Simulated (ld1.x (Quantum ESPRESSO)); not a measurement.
# silicon (Si), TM: configuration errors across variants

ld1.x (Quantum ESPRESSO) 7.5 input, shortened:

```
&input
   title='Si', zed=14., rel=1, dft='PZ', iswitch=3,
   config='[Ne] 3s2 3p2 3d-2'
 /
 &inputp
   pseudotype=2, tm=.true., lloc=-1, rcloc=1.75,
   nlcc=.true., rcore=1.20
 /
3
3S  1  0   2.00   0.00  1.90  1.90  0.0
3P  2  1   2.00   0.00  1.95  1.95  0.0
3D  3  2  -2.00   0.45  1.85  1.85  0.0
 &test
   configts(1)='3s2 3p2'
 /
```

All-electron excitation energies from the reference (eV): (1) 3s2 3p1 7.829; (2) 3s2 3p0 23.943; (3) 3s1 3p0 58.088; (4) 3s1 3p3 6.807; (5) 3s1 3p2 15.242; (6) 3s2 3p1.5 2.965; (7) 3s0 3p4 13.779; (8) 3s2 3p2 spin -0.611; (9) 3s2 3p1 spin 7.624.

Spin tests fill each open shell by Hund’s rule, majority spin first.

2 further variants failed, have other tests or another functional or relativity, and are left out.

Errors AE − PS in meV (a dash: test not solved or not reliable):

| change | (1) | (2) | (3) | (4) | (5) | (6) | (7) | (8) | (9) | bound ghosts |
| --- | --- | --- | --- | --- | --- | --- | --- | --- | --- | --- |
| base | +3.6 | +27 | +82 | -1.6 | +4.6 | +0.5 | -7.3 | +8.1 | +6.7 | none |
| wave 3p (bound): rc 1.95 bohr becomes 3p (bound): rc 2.64 bohr | +3.0 | +21 | +67 | 0.0 | +7.0 | +0.5 | -0.2 | +6.3 | +5.4 | none |
| wave 3s (bound): rc 1.90 bohr becomes 3s (bound): rc 1.44 bohr | +3.5 | +27 | +84 | -1.3 | +5.1 | +0.5 | -6.2 | +8.0 | +6.6 | none |
| wave 3d channel at 0.45 Ry: rc 1.85 bohr becomes 3d channel at 3.39 Ry: rc 1.85 bohr | +3.6 | +27 | +82 | -1.6 | +4.6 | +0.5 | -7.3 | +8.1 | +6.7 | none |
| wave 3d channel at 0.45 Ry: rc 1.85 bohr becomes 3d channel at 0.45 Ry: rc 2.82 bohr | +3.6 | +27 | +82 | -1.6 | +4.6 | +0.5 | -7.3 | +8.1 | +6.7 | none |
| local potential all-electron potential smoothed inside 1.90 bohr (lloc = -2) | +2.9 | +23 | +70 | -1.9 | +3.1 | +0.4 | -7.9 | +8.0 | +6.0 | none |
| local potential all-electron potential smoothed inside 1.72 bohr (lloc = -1) | +3.6 | +27 | +83 | -1.6 | +4.7 | +0.5 | -7.2 | +8.1 | +6.7 | none |
| core correction a·sin(br)/r model core inside 0.96 bohr | +3.5 | +26 | +76 | -2.0 | +4.1 | +0.5 | -8.8 | +5.9 | +5.6 | none |

(1) Give the same row for: all radii but the core radius scaled by about 0.85 (s 1.62, p 1.66, d 1.58 bohr); local potential all-electron potential smoothed inside 1.50 bohr (lloc = -1).

Results:

(1) +3.5, +24, +80, +0.4, +7.7, +0.6, +1.6, +6.5, +5.9; bound ghosts: none.
